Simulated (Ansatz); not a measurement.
C3H10FInSi (`CC(F)[SiH2][CH2][InH2]`), 16 atoms. Total charge 0; spin multiplicity 1. Correlated methods include outer-core shells of In, which these sets cover unevenly. In takes the def2 core potential. Hardware: A = 2 threads of an AMD EPYC 7R13 on a shared host and a share of an NVIDIA H100 80 GB; B = 2 threads of an AMD EPYC 7R13 on a shared host. Correlated methods freeze the cores. Open-shell runs search over several starts.

(1) Give the basis size and wall time and peak host memory of each of these runs in Ansatz. direct RPA on PBE orbitals/def2-TZVPP energy [A]; RKS B3LYP-D4/def2-TZVPP energy and forces [A]; UHF-MP2/def2-QZVPP energy of the cation [A]; RKS PBE-D4/def2-TZVPP energy and forces [A]; RKS PBE0-D4/def2-TZVP relaxation (13 steps) [A]; RKS PBE0-D4/def2-SVP energy [B]; UKS B2PLYP (frozen core)/def2-TZVPP energy of the cation [A]; UKS r2SCAN-D4/def2-TZVPP energy of the cation [A]; RHF-CCSD(T)/def2-SVP energy [A]; UKS ωB97X-V/def2-TZVPP energy of the cation [A]; RKS BHLYP-D4/def2-TZVPP energy [A]; RKS r2SCAN0-D4/def2-TZVPP energy [A]. (An estimate is asked.)

Answers

(1) Ansatz gave: Other jobs shared the machine, so times are rough.

| level | job | functions | wall time | peak host memory (GiB) |
| --- | --- | --- | --- | --- |
| RKS BHLYP-D4/def2-TZVPP | energy [A] | 356 | 2 s | 0.89 |
| RKS PBE-D4/def2-TZVPP | energy and forces [A] | 356 | 2.8 s | 0.9 |
| RHF-CCSD(T)/def2-SVP | energy [A] | 150 | 2.8 s | 0.8 |
| direct RPA on PBE orbitals/def2-TZVPP | energy [A] | 356 | 3 s | 1.7 |
| RKS r2SCAN0-D4/def2-TZVPP | energy [A] | 356 | 3 s | 0.92 |
| RKS PBE0-D4/def2-SVP | energy [B] | 150 | 3.4 s | 0.51 |
| RKS B3LYP-D4/def2-TZVPP | energy and forces [A] | 356 | 4.3 s | 0.96 |
| UKS ωB97X-V/def2-TZVPP | energy of the cation [A] | 356 | 6 s | 1.1 |
| UKS B2PLYP (frozen core)/def2-TZVPP | energy of the cation [A] | 356 | 6.5 s | 1.8 |
| UKS r2SCAN-D4/def2-TZVPP | energy of the cation [A] | 356 | 6.5 s | 1.1 |
| UHF-MP2/def2-QZVPP | energy of the cation [A] | 680 | 15 s | 1.4 |
| RKS PBE0-D4/def2-TZVP | relaxation (13 steps) [A] | 271 | 28 s | 0.96 |

B3LYP here is the variant with VWN-RPA as its local correlation; programs differ in this.
